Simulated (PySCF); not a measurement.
These are TPSSh-D3(BJ)/def2-TZVP // TPSS-D3(BJ)/def2-SVP run with PySCF values and carry that method's errors. All species are isolated molecules in the gas phase. 

Reference species: [Zn(Cl)2] (neutral, multiplicity 1).

The coordination number is 2 and the HOMO–LUMO gap is 6.22 eV. The mean distance from the central atom to its bonded neighbours is 2.104 Å.

Changed species: [Zn(Cl)(CH3)] (1 of 2 Cl replaced by CH3; the reference has 0 of 2 Cl replaced by CH3).

Question: What does the change do to the coordination number, HOMO–LUMO gap and mean distance from the central atom to its bonded neighbours?

Answer: the coordination number is nearly the same; the HOMO–LUMO gap increases by 0.79 eV, to 7.01 eV; the mean distance from the central atom to its bonded neighbours falls by 0.074 Å, to 2.030 Å.
